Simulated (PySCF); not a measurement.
TiH₄, SMILES [TiH4], multiplicity 1.

The structure is a stationary point at B3LYP-D3(BJ)/def2-TZVPD. The spin state was assumed, not searched.

The numbers are results of HF/def2-TZVPD (PySCF), not measurements.

Isolated molecule, no solvent.

- total energy: -850.60379 hartree
- point group: Td
- highest occupied level: -12.34 eV
- lowest empty level: 0.69 eV
- orbital gap: 13.02 eV
- dipole moment: 0.00 D
- quadrupole, principal values (traceless, Buckingham form, about the centre of nuclear charge): 0.00, 0.00, 0.00 D·Å
- mean static polarisability: 45.6 bohr³ (6.76 Å³)
- polarisability, principal values: 45.6, 45.6, 45.6 bohr³
